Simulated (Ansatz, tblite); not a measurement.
Spin states of the cluster Ag₂Br (the lowest doublet isomer of a short search), each relaxed with r2SCAN-D4/def2-TZVP in Ansatz. Electronic energies in the gas phase.

In the def2 sets Ag takes a core potential; there is no spin–orbit coupling. The xTB rows come from tblite. HOMO above LUMO, or a gap near zero within one spin, warns that the state may not be the lowest or that an electron is smeared out. The structure comes from a short search, and lower isomers may exist.

Doublet geometry (Cs within 0.1 Å):

```xyz
3

Ag   -0.316   -0.090    0.737
Ag    0.054    2.261   -0.382
Br    0.262   -2.171   -0.355
```

Quartet geometry (Cs within 0.1 Å):

Cartesian coordinates in Å:
```
Ag 0.109 0.968 -0.788
Ag -1.186 -1.614 -0.801
Br 1.077 0.646 1.589
```

⟨S²⟩: doublet 0.75 at PBE0-D4/def2-TZVP (pure 0.75), quartet 3.76 at PBE0-D4/def2-TZVP (pure 3.75).

Run but left out: HF/STO-3G (doublet: ⟨S²⟩ 1.82, where a pure state has 0.75).

Only these spin states were relaxed.

Question: Estimate which spin state lies lowest at each of these levels, and by how much: GFN1-xTB; HF/def2-SVP; PBE-D4/def2-TZVP; r2SCAN-D4/def2-TZVP; B97M-V/def2-TZVP; PBE0-D4/def2-TZVP; r2SCAN0-D4/def2-TZVP; BHLYP-D4/def2-TZVP.

Answer: 
```json
{"level": "GFN1-xTB", "quartet − doublet (kcal/mol)": "70.0", "lowest of these": "doublet", "remarks": "–"}
{"level": "HF/def2-SVP", "quartet − doublet (kcal/mol)": "68.1", "lowest of these": "doublet", "remarks": "–"}
{"level": "PBE-D4/def2-TZVP", "quartet − doublet (kcal/mol)": "72.8", "lowest of these": "doublet", "remarks": "gap within one spin near zero (quartet)"}
{"level": "r2SCAN-D4/def2-TZVP", "quartet − doublet (kcal/mol)": "74.2", "lowest of these": "doublet", "remarks": "–"}
{"level": "B97M-V/def2-TZVP", "quartet − doublet (kcal/mol)": "75.8", "lowest of these": "doublet", "remarks": "–"}
{"level": "PBE0-D4/def2-TZVP", "quartet − doublet (kcal/mol)": "78.3", "lowest of these": "doublet", "remarks": "–"}
{"level": "r2SCAN0-D4/def2-TZVP", "quartet − doublet (kcal/mol)": "78.4", "lowest of these": "doublet", "remarks": "–"}
{"level": "BHLYP-D4/def2-TZVP", "quartet − doublet (kcal/mol)": "79.1", "lowest of these": "doublet", "remarks": "–"}
```

Change of the quartet − doublet gap on mixing in exact exchange, in kcal/mol: PBE to PBE0 (25 % exact exchange) 5.6; r2SCAN to r2SCAN0 (25 % exact exchange) 4.2. The xTB methods have no spin-polarisation term.
